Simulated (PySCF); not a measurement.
Computed with PBE/[Te def2-TZVP with ECP28, H def2-TZVP], scalar-relativistic core potentials, density fitting, no spin–orbit coupling, PySCF. Open shells, if any, are unrestricted.

Task: What shape and geometry does isolated singlet TeH₄ take (every ligand bound to Te)?

Result: Counting electrons, tellurium keeps 2 of its valence electrons outside its bonds, so the VSEPR class is AX4E1 and the expected shape is see-saw (C2v). The calculation gives C4v instead. The lowest minimum found is a singlet of C4v symmetry with Te–H 1.751 Å (×4); H–Te–H 82.3° (×4), H–Te–H 137.1° (×2). Its harmonic wavenumbers are 250 (b1), 799 (a1), 1067 (e), 1202 (b2), 1643 (b1), 1660 (e), 1823 (a1) cm⁻¹ and its dipole moment is 0.59 D.

Only a few start shapes were tried, so a lower isomer may exist.
